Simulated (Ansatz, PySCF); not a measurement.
TlI, SMILES [I][Tl].

Geometry optimised at B3LYP-D3(BJ)/def2-TZVP. The def2 effective core potentials stand for the cores of I, Tl; spin–orbit coupling is left out.

Vertical ionisation energy (IE) and electron affinity (EA) in eV. Rows of orbital energies are one-electron estimates. Where ΔSCF, EOM or ADC give a negative EA the extra electron is unbound and the value depends on the basis.

```tsv
level	IE	EA
−ε(HOMO), −ε(LUMO), PBE0/def2-TZVPD (PySCF)	6.88	1.98
−ε(HOMO), −ε(LUMO), PBE/def2-TZVPD (PySCF)	5.87	2.61
ΔSCF, CAM-B3LYP/def2-TZVPD (Ansatz), final states of multiplicity 2 and 2	8.91	0.54
ΔSCF, PBE/def2-TZVPD (Ansatz), final states of multiplicity 2 and 2	8.87	0.44
```

### Question
What vertical singlet–triplet gap does ΔSCF give with CAM-B3LYP/def2-TZVPD (Ansatz, a first-principles code) and with PBE/def2-TZVPD (Ansatz)? (The exact figures need the calculation; the answer reports its results.)

### Answer
3.46 and 3.53 eV (triplet above singlet where positive).
